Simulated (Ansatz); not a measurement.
Relaxation of GeH₆N (8 atoms, charge 0, multiplicity 2), to a largest force component of 0.03 eV/Å in at most 50 steps.

Level of theory: Ansatz 0.2.0, UKS LDA/def2-SVP.

```xyz
8
Properties=species:S:1:pos:R:3
H -0.057 0.358 -0.319
N -2.357 0.343 -0.075
Ge 1.413 -0.011 -0.129
H -2.428 -0.690 -0.227
H -2.307 0.389 0.969
H 1.584 -1.542 -0.053
H 2.205 0.532 -1.335
H 1.947 0.622 1.170
```

**Question.** Where does it end, and by what steps?

**Answer.** It converged. After 20 steps the energy has fallen by 1.550 eV; H1 moved furthest, 1.47 Å. Parted: H1–Ge3 (1.53 → 2.75 Å). Joined: H1–N2 (2.31 → 1.03 Å).

```csv
step,energy less start (eV),largest force component (eV/Å),accepted
0,0.0000,0.653,yes
1,-0.0734,0.607,yes
2,-0.2114,0.938,yes
3,-0.5161,1.772,yes
4,-0.8210,2.157,yes
5,-1.2375,1.236,yes
6,-1.4099,0.615,yes
7,-1.4796,0.215,yes
8,-1.5064,0.231,yes
9,-1.5240,0.059,yes
10,-1.5267,0.091,yes
11,-1.5284,0.110,yes
12,-1.5253,0.561,no
13,-1.5318,0.116,yes
14,-1.5365,0.110,yes
15,-1.5397,0.263,yes
16,-1.5465,0.136,yes
17,-1.5476,0.100,yes
18,-1.5479,0.108,yes
19,-1.5443,0.104,no
20,-1.5496,0.005,yes
```

```xyz
8
Properties=species:S:1:pos:R:3
H -1.422 0.820 -0.623
N -1.783 0.175 0.093
Ge 1.182 0.001 -0.252
H -1.547 -0.787 -0.184
H -1.325 0.388 0.989
H 1.094 -1.543 -0.103
H 2.444 0.350 -1.095
H 1.358 0.595 1.174
```

Whether the end is a true minimum wasn't checked by a vibrational analysis.

The run took 20 s on 2 threads of Intel(R) Xeon(R) Platinum 8259CL CPU @ 2.50GHz (Skylake/Cascade Lake), with other jobs on the host, peak memory 0.18 GiB.
